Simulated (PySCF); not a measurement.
Start geometry of BiMe2I, `[CH3][Bi]([CH3])[I]` from GFN2-xTB (Å):
```
atom  x, y, z in Å
Bi1   -0.2465   -0.6113    1.2935
C2     1.5537   -0.5482    0.0138
H3     1.2496   -0.4884   -1.0534
H4     2.2443   -1.4279    0.1884
H5     2.1646    0.3071    0.2467
C6    -1.2538    1.1128    0.0206
H7    -2.2906    1.0797    0.1320
H8    -0.9387    0.9712   -1.0277
H9    -0.8714    2.0754    0.4129
I10   -1.4865   -2.5473   -0.2225
```

Q: What comes out of this run: PBE0-D3(BJ)/def2-SVP geometry optimisation, gas phase, def2 core potentials past Kr in PySCF 2.14.0?

A: 
```
atom  x, y, z in Å
Bi1   -0.2698   -0.5291    1.2672
C2     1.6001   -0.5445   -0.0170
H3     1.3036   -0.5475   -1.0739
H4     2.1913   -1.4413    0.2108
H5     2.1869    0.3585    0.2096
C6    -1.2248    1.1192    0.0349
H7    -2.3130    1.0919    0.1812
H8    -0.9850    0.9631   -1.0249
H9    -0.8271    2.0873    0.3752
I10   -1.5375   -2.6343   -0.1587
```

The energy falls by 5.1 kcal/mol over 9 energy and gradient evaluations, the largest force component goes from 0.0537 to 2.3e-04 Eh/bohr, and the atoms move by 0.061 Å rms after alignment. The bond that changes most is Bi1–C6 (ends: bismuth bonded to 2 C and I; carbon bonded to Bi and 3 H), which shortens by 0.099 Å. Bonds longer at the end by more than 0.005 Å: 4 of 9; shorter: 5. Among the angles that change most is H4–C2–H5, from 103.8° to 109.9°. Rotational constants go from 3162, 707.2, 690.3 to 3238, 667.2, 650.4 MHz. The orientation of the end geometry is arbitrary; only internal coordinates are fixed.

The run used 110 basis functions and 56 SCF cycles in all. Hardware: one thread, Arm Neoverse V1 (aarch64) (shared host). Cost: 71 s wall, 0.46 GiB resident at most.

Stationary, but not proved a minimum.
